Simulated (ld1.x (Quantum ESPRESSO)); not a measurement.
Ir (Z = 77): excitation energies, all-electron against TM

ld1.x (Quantum ESPRESSO) 7.5 input, shortened:

```
&input
   title='Ir', zed=77., rel=1, dft='PBESOL', iswitch=3,
   config='[Xe] 4f14 5d7 6s1.5 6p0'
 /
 &inputp
   pseudotype=2, tm=.true., lloc=2,
   nlcc=.true., new_core_ps=.true.
 /
3
6S  1  0   1.50   0.00  2.42  2.42  0.0
6P  2  1   0.00   0.00  3.45  3.45  0.0
5D  3  2   7.00   0.00  2.15  2.15  0.0
 &test
   configts(1)='5d7 6s1.5 6p0'
 /
```

Energies are relative to the spin-unpolarised reference configuration 5d7 6s1.5 6p0; without spin polarisation the order of configurations can differ from experiment. Not all tests gave a result: 1 of 7 tests not solved or not reliable. Left out of the table: 5d6 6s2 6p1 (solver errors, printed error -673 meV).

```
valence configuration  charge  ΔE all-electron (eV)  error AE − PS (meV)
          5d7 6s2 6p0       0                -4.059                 -0.2
          5d7 6s1 6p0      +1                 5.870                 -4.4
          5d7 6s0 6p0      +2                23.365                  -37
          5d5 6s0 6p0      +4                97.547                 -344
          5d6 6s0 6p0      +3                53.939                  -78
          5d8 6s0 6p0      +1                 4.619                  -90
```

These tests converged, but a pseudo level misses the all-electron one widely, so the file describes the atom poorly there or has found another state: 5d7 6s0 6p0: empty 6p by 2.3 eV (a node warning on the way).

Note: ghost states, extra bound levels that the all-electron valence spectrum of the same l lacks: s at -62.1 eV, p at -12.1 eV. A true bound ghost makes a file unfit for plane-wave use.
